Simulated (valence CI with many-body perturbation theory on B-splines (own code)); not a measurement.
Results of a calculation; reference values are marked as such.
**Sensitivity of CI+MBPT for Re LXIII**

Level of theory: valence CI with perturbative core correlation (CI+MBPT): three valence electrons over a frozen Dirac-Fock core [Ne], radial functions for each j: 6 s, 6 p, 5 d, 3 f, 1 g, with the one-electron correlation potential Σ1, the two-electron term Σ2, the three-electron term Σ3, Breit, model QED; selected CI, second order for the rest, scaled by the run's own slope (own B-spline code, finite nucleus).

The last digits are not significant, and no measured levels were compared; by estimate large intervals hold to a few tenths of a per cent, small ones and those within an open d or f shell to about a per cent.

The reference run has the lowest level (3s^2 3p1/2) J=1/2 and an ionisation energy of 6953.47 eV. Its largest variational space holds 2745 state functions.

Levels are named by their leading jj configuration (3d3/2^4 stands for four electrons in 3d with j = 3/2), which in mixed levels can hold well under half, so a name can repeat and another be missing. Letters in brackets count levels of one name in rising energy.

Changed runs:
A. cutoff of virtual states (hartree) 11250 → 7050
B. scale of Σ1 1 → 0.8
C. correlating orbitals by l 3 3 3 2 1 → 3 3 4 3 1; scale of Σ1 1 → 0; scale of Σ2 1 → 0; three-electron term on → off
D. start configuration 3s2 3p1 → 3s2 3p2 (bad on purpose)

Excitation energies of the reference run in cm⁻¹, and shifts in cm⁻¹:

| Level | Reference | A | B | C |
| --- | --- | --- | --- | --- |
| (3s 3p1/2^2) J=1/2 | 1380880 | +14 | +461 | +2749 |
| (3s^2 3p3/2) J=3/2 | 3126320 | -49 | -312 | -2367 |
| (3s 3p1/2 3p3/2) J=3/2 [a] | 4257200 | -34 | +147 | -1930 |
| (3s 3p1/2 3p3/2) J=5/2 | 4406950 | -35 | +142 | -694 |
| (3s 3p1/2 3p3/2) J=3/2 [b] | 4578510 | -47 | +139 | +818 |
| (3s 3p1/2 3p3/2) J=1/2 | 4661920 | -33 | +146 | +3937 |
| (3s^2 3d3/2) J=3/2 | 5046700 | -93 | +113 | +5698 |
| (3s^2 3d5/2) J=5/2 | 5678090 | -111 | -161 | +2150 |
| (3p1/2^2 3p3/2) J=3/2 | 5928540 | -52 | +581 | +2850 |
| (3s 3p1/2 3d3/2) J=3/2 [a] | 6036730 | -68 | +573 | +3809 |
| (3s 3p1/2 3d3/2) J=5/2 | 6135220 | -90 | +563 | +3328 |
| (3s 3p1/2 3d3/2) J=1/2 | 6353320 | -90 | +563 | +6906 |
| Ionisation energy (eV) | 6953.47 | -0.015 | -0.24 | -1.06 |

Run D: It gave no result: the electrons of core and valence do not add up to the charge. The program said: "core and valence hold 14 electrons, the ion has 13".
